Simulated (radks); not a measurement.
Ne, configuration [Ne].

Calculated with a radial shooting solver on a logarithmic mesh with Libxc functionals: scalar-relativistic Kohn-Sham, HCTH/407, spin-polarised, spherical densities, finite nucleus; Fermi nuclear charge, rms radius 3.0055 fm.

Energy parts (hartree):
part                      energy
total                 -129.10291
kinetic                128.95598
electron-nucleus      -311.67943
Hartree                 66.12829
exchange-correlation   -12.50774

Orbitals (lengths in bohr, moments of r in powers of bohr; r(90%) holds 90 % of the orbital's charge):
| orbital | occ. | eigenvalue (hartree) | <1/r> | r(90%) |
|---|---|---|---|---|
| 1s | 2 | -30.50290 | 9.619 | 0.283 |
| 2s | 2 | -1.35718 | 1.640 | 1.44 |
| 2p | 6 | -0.50454 | 1.442 | 1.72 |

The highest occupied level is 2p at -13.729 eV. Summed over all electrons, <r^2> = 9.696 bohr^2, which gives a Langevin (diamagnetic) susceptibility term of -7.68 x 10^-6 cm^3/mol. For comparison, the ionisation energy in NIST's Atomic Spectra Database is 21.565 eV (measured). In exact Kohn-Sham theory the highest level is minus the ionisation energy, but local and semilocal functionals leave it too shallow, through self-interaction and a potential that decays too fast; potentials with the right tail come closer. The electron density at the nucleus is 644.6 e/bohr^3 (large components only).
